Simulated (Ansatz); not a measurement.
Geometry optimisation, Ansatz, RKS revPBE/def2-SVP.

Input file:

```yaml
crystal:
  periodic: [false, false, false]
  atoms:
    - { symbol: Si, position_ang: [-0.54887, 1.07539, 0.34002] }
    - { symbol: O, position_ang: [-0.02411, -0.41025, -0.02327] }
    - { symbol: Zn, position_ang: [1.12381, -1.52803, -0.65416] }
    - { symbol: Cl, position_ang: [1.54785, -3.51039, -0.98435] }
    - { symbol: H, position_ang: [-0.60497, 1.87906, -0.88606] }
    - { symbol: H, position_ang: [0.37463, 1.69162, 1.29883] }
    - { symbol: H, position_ang: [-1.86834, 0.8026, 0.909] }
basis:
  gaussian: { orbitals: def2-SVP }
hamiltonian:
  xc: revpbe
relax:
  f_tol: 0.015
  max_steps: 40
```

Command:

```bash
$ ansatz run input.yaml --threads 2 --pin off --max-ram 3072MiB --backend cpu --events-out ev --progress --plain --runs-dir out
```

**Question.** Where does it end, and by what steps?

**Answer.** It converged. The force dipped under the threshold on the way, but the program's further checks kept it going. After 12 steps the energy has fallen by 0.487 eV; Cl4 moved furthest, 0.66 Å.

```csv
step,energy less start (eV),largest force component (eV/Å),accepted
0,0.0000,1.083,yes
1,-0.3160,0.810,yes
2,-0.4344,0.168,yes
3,-0.4667,0.296,yes
4,-0.4668,0.621,yes
5,-0.4787,0.255,yes
6,-0.4809,0.136,yes
7,-0.4846,0.032,yes
8,-0.4859,0.023,yes
9,-0.4862,0.044,yes
10,-0.4865,0.012,yes
11,-0.4865,0.018,no
12,-0.4865,0.012,yes
```

```xyz
7
Properties=species:S:1:pos:R:3
Si -0.567 1.014 0.341
O -0.457 -0.643 0.149
Zn 0.761 -1.778 -0.494
Cl 2.105 -3.238 -1.222
H -0.469 1.748 -0.979
H 0.525 1.557 1.238
H -1.897 1.339 0.966
```

Whether the end is a true minimum wasn't checked by a vibrational analysis.

Time of the run: 26 s on 2 threads of Arm Neoverse V1, with other jobs on the host, peak memory 0.15 GiB.
